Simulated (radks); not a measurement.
Values are calculated unless marked as measured or tabulated.
Dy V, configuration [Xe] 4f8. Code: a radial shooting solver on a logarithmic mesh with Libxc functionals. Model: scalar-relativistic Kohn-Sham, exchange-only B88, spin-polarised, spherical densities, point nucleus; open shells are filled with parallel spins first (spin-orbit coupling, left out, can overturn this in heavy ions).

Normalised radial functions P(r) = r R(r), r in bohr:

| r | 4d down | 5s down | 5p up |
|---|---|---|---|
| 0.0008699 | 0.0000 | 0.0427 | 0.0009 |
| 0.001151 | 0.0000 | 0.0535 | 0.0015 |
| 0.001511 | 0.0000 | 0.0660 | 0.0023 |
| 0.001999 | 0.0001 | 0.0814 | 0.0037 |
| 0.002645 | 0.0001 | 0.0990 | 0.0060 |
| 0.003472 | 0.0003 | 0.1178 | 0.0095 |
| 0.004593 | 0.0007 | 0.1376 | 0.0152 |
| 0.006029 | 0.0014 | 0.1551 | 0.0239 |
| 0.007978 | 0.0030 | 0.1671 | 0.0374 |
| 0.01047 | 0.0062 | 0.1673 | 0.0568 |
| 0.01385 | 0.0130 | 0.1479 | 0.0853 |
| 0.01833 | 0.0266 | 0.1001 | 0.1232 |
| 0.02406 | 0.0521 | 0.0216 | 0.1674 |
| 0.03184 | 0.1003 | -0.0872 | 0.2127 |
| 0.04179 | 0.1811 | -0.1969 | 0.2399 |
| 0.05529 | 0.3121 | -0.2655 | 0.2230 |
| 0.07258 | 0.4873 | -0.2289 | 0.1345 |
| 0.09603 | 0.6863 | -0.0492 | -0.0377 |
| 0.1271 | 0.8166 | 0.2170 | -0.2403 |
| 0.1668 | 0.7428 | 0.3846 | -0.3456 |
| 0.2207 | 0.3400 | 0.2584 | -0.2244 |
| 0.2896 | -0.3374 | -0.1551 | 0.1171 |
| 0.3832 | -1.0587 | -0.5378 | 0.4610 |
| 0.503 | -1.4209 | -0.4473 | 0.4593 |
| 0.6656 | -1.2778 | 0.1627 | 0.0075 |
| 0.8806 | -0.8134 | 0.8277 | -0.6087 |
| 1.156 | -0.3767 | 1.0614 | -0.9611 |
| 1.529 | -0.1159 | 0.8206 | -0.8918 |
| 2.007 | -0.0233 | 0.4179 | -0.5584 |
| 2.656 | -0.0024 | 0.1300 | -0.2272 |
| 3.486 | -0.0001 | 0.0240 | -0.0587 |
| 4.613 | 0.0000 | 0.0020 | -0.0078 |

4d down: eigenvalue -201.95 eV, 1 radial node at r = 0.255 bohr, <r> = 0.606 bohr, 90 % of the charge inside 0.909 bohr. 5s down: eigenvalue -92.167 eV, 4 radial nodes at r = 0.0256, 0.101, 0.265, 0.625 bohr, <r> = 1.26 bohr, 90 % of the charge inside 1.80 bohr. 5p up: eigenvalue -68.964 eV, 3 radial nodes at r = 0.0911, 0.267, 0.668 bohr, <r> = 1.42 bohr, 90 % of the charge inside 2.05 bohr.
